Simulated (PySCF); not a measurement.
Magnetisability: `S[SiH](C)C`, C2H8SSi

Cartesian coordinates in Å; atom numbers follow the order of the lines, from 1:
```xyz
12

C    -0.903    1.299   -0.184
Si   -0.014   -0.231    0.505
C     1.653   -0.532   -0.339
S    -1.213   -1.987    0.081
H    -0.325    2.198    0.007
H    -1.051    1.224   -1.259
H    -1.879    1.434    0.273
H     0.109   -0.149    1.962
H     2.341    0.284   -0.142
H     2.110   -1.449    0.020
H     1.541   -0.623   -1.416
H    -2.368   -1.469    0.467
```

Method used: GIAO PBE0/pcSseg-1 magnetisability, rotational g tensor and spin-rotation constants, non-relativistic, gas phase in PySCF. Geometry: GFN2-xTB.

How diamagnetic is it, and how anisotropic?

Isotropic -1186 × 10⁻³⁰ J/T², or -71.4 × 10⁻⁶ cm³/mol; principal values -1214, -1188, -1157 × 10⁻³⁰ J/T², anisotropy 50 × 10⁻³⁰ J/T² (root of half the summed squared differences of the principal values). The susceptibility is in cgs units.

Split it along the inertial axes a, b, c into diamagnetic and paramagnetic parts about the centre of mass, with the quadrupole moment.


```
axis  χ (10⁻⁶ cm³/mol)  diamagnetic (10⁻⁶ cm³/mol)  paramagnetic (10⁻⁶ cm³/mol)  summed x² of all electrons (Å²)  quadrupole Θ (D Å)
   a             -72.9                      -349.7                        276.9                             91.2               -1.48
   b             -71.6                      -473.3                        401.7                             62.1               +3.97
   c             -69.8                      -650.1                        580.3                             20.4               -2.49
```
Anisotropies 2χaa − χbb − χcc = -4.3 and 2χbb − χaa − χcc = -0.5 × 10⁻⁶ cm³/mol. Θ is traceless in Buckingham's convention.

And the rotational g tensor?


```csv
axis,rotational constant (GHz),g,nuclear part,electronic part
a,5.1088,-0.0011,0.6633,-0.6645
b,3.1335,-0.0073,0.5840,-0.5913
c,2.1982,-0.0030,0.5963,-0.5993
```
Asymmetric top; isotopes 12C, 1H, 32S, 28Si; no vibrational averaging.
